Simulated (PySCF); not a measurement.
**Run times: promethium in x2c-QZVPPall-2c**

Measured wall times of calculations with PySCF 2.14 in x2c-QZVPPall-2c, with two-component X2C-1e, run from one Python driver. Hardware: 4 threads of Neoverse-V2 on a shared host, 12 GiB allowed. The two-electron integrals over 213 functions were computed once and kept in memory (56 CPU seconds with the set-up); the times below exclude them.

Launch command (the driver calls PySCF for each step listed in the task file):

```bash
OMP_NUM_THREADS=4 python sorun2.py TASK.json OUT
```

```csv
species,step,iterations,wall time (s)
Pm³⁺ [Xe] 4f4,"GHF, spin-free",8,21
Pm³⁺ [Xe] 4f4,"GMP2 (30 electrons), spin-free",,20
Pm³⁺ [Xe] 4f4,"GHF, screened spin-orbit",13,150
Pm³⁺ [Xe] 4f4,"GMP2 (30 electrons), screened spin-orbit",,13
Pm⁴⁺ [Xe] 4f3,"GHF, spin-free",8,21
Pm⁴⁺ [Xe] 4f3,"GMP2 (29 electrons), spin-free",,12
Pm⁴⁺ [Xe] 4f3,"GHF, screened spin-orbit",20,73
Pm⁴⁺ [Xe] 4f3,"GMP2 (29 electrons), screened spin-orbit",,12
```

Peak memory of the process: 3 GiB. Times on a shared host vary from run to run.
